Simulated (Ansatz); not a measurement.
`B[SiH2][SiH2][SiH3]` + `C=C[SiH3]` → `[SiH3]/C=C/[SiH3]` + `B[SiH2][SiH3]` at 600 K and 1 bar (formal exchange of groups at the Si–Si bond).

Gas-phase electronic energies from Ansatz, PBE0-D4/def2-TZVP geometries. CCSD(T)/CBS is the MP2 limit (def2-TZVPP, def2-QZVPP) plus CCSD(T) − MP2 in def2-TZVPP, frozen cores. This one scheme is used for every species. One conformer a species, not always the lowest.

| species | CCSD(T)/CBS energy (Eh) | H − E (kJ/mol) | S (J/(mol·K)) |
| --- | --- | --- | --- |
| `B[SiH2][SiH2][SiH3]` | -897.39286 | 287.8 | 520.7 |
| `C=C[SiH3]` | -368.76077 | 221.4 | 355.7 |
| `[SiH3]/C=C/[SiH3]` | -659.04033 | 281.3 | 438.6 |
| `B[SiH2][SiH3]` | -607.10947 | 221.6 | 424.2 |

H − E and S are ideal-gas, rigid-rotor, harmonic terms from PBE0-D4/def2-TZVP, for one conformer and one mirror image of each species. 1 Eh = 2625.50 kJ/mol, R = 8.31446 J/(mol·K).

By hand: ΔE, ΔH, ΔS and ΔG.

ΔE = (-659.04033) + (-607.10947) − (-897.39286) − (-368.76077) = 0.00383 Eh = 10.1 kJ/mol. Δ(H − E) = 281.3 + 221.6 − 287.8 − 221.4 = -6.3, so ΔH = 3.8 kJ/mol. ΔS = 438.6 + 424.2 − 520.7 − 355.7 = -13.6 J/(mol·K). ΔG = 3.8 − 600 × (-13.6)/1000 = 12.0 kJ/mol.

By hand: the equilibrium constant, and the temperature at which ΔG would vanish if ΔH and ΔS stayed fixed.

log₁₀ K = −ΔG/(RT ln 10) = -1.0. ΔH and −TΔS have one sign here, so there is no such temperature. One of them is within its doubt of zero, so this could turn.

TΔS isn't small against ΔH here. A doubt of 5 kJ/mol in ΔE shifts log₁₀ K by 0.4 here. Other conformers and mirror images would add mixing entropy, several J/(mol·K) or more a flexible species. Modes under 60 cm⁻¹, often nearly free rotors, make the harmonic entropy too high. These are equilibria of isolated gas molecules and say nothing of rates. Largest T1 diagnostic: 0.014 (customary marks: 0.02 for closed shells, 0.045 for open ones).
